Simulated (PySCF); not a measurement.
## Computed properties of C3H8Mg, SMILES C[CH](C)[MgH]

Mg(H)(iPr) (C3H8Mg), SMILES C[CH](C)[MgH]. Coordinates come from a r2SCAN-D4/def2-SVP optimisation. The structure was generated by enumeration; whether it is a known compound was not checked. One conformer was computed; it need not be the lowest. All values are computed for the isolated molecule unless a solvent is named; none is compared with measurement here.

**Structure.** The optimised structure has Cs symmetry. All 30 harmonic modes at r2SCAN-D4/def2-SVP (PySCF) are real, so it is a minimum. With heavy atoms numbered as in [MgH:1][CH:3]([CH3:4])[CH3:5], the shortest bond between them is C3–C4 at 1.535 Å and the longest Mg1–C3 at 2.132 Å.

**Vibrations.** The strongest infrared lines (harmonic, unscaled, degenerate partners summed) lie at 1586 cm⁻¹ (286 km/mol, H 96 %), 352 cm⁻¹ (235 km/mol, H 75 %, Mg 18 %), 386 cm⁻¹ (146 km/mol, H 56 %, C 34 %, Mg 9 %). The softest mode is at 117 cm⁻¹ and the zero-point energy is 60.3 kcal/mol.

**Electronic structure.** CAM-B3LYP/def2-TZVP (PySCF) places the frontier levels at -7.40 and 0.38 eV, a gap of 7.78 eV, and gives a dipole moment of 0.44 D and a mean polarisability of 68.7 bohr³. PBE/def2-TZVP (PySCF) at the same geometry gives -4.98 and -1.05 eV, so its gap is 3.85 eV narrower. An orbital gap is neither the optical nor the fundamental gap.

**Excitations.** TDDFT-ωB97X/def2-SVPD (PySCF) has S1 at 4.79 eV (259 nm, f = 0.000, dark); the most intense of the 10 singlets computed lies at 7.35 eV (f = 0.44). T1 (TDA) is at 4.41 eV. TDDFT-PBE/def2-SVPD (PySCF) puts S1 at 3.93 eV. No vertical singlet excitation falls in the visible range (under 3.1 eV).

**NMR.** GIAO shifts at KT2/pcSseg-1 (PySCF) (non-relativistic, atoms alike by connectivity averaged): ¹³C from 24.4 to 28.0 ppm against TMS; ¹H from 0.8 to 5.3 ppm against TMS.
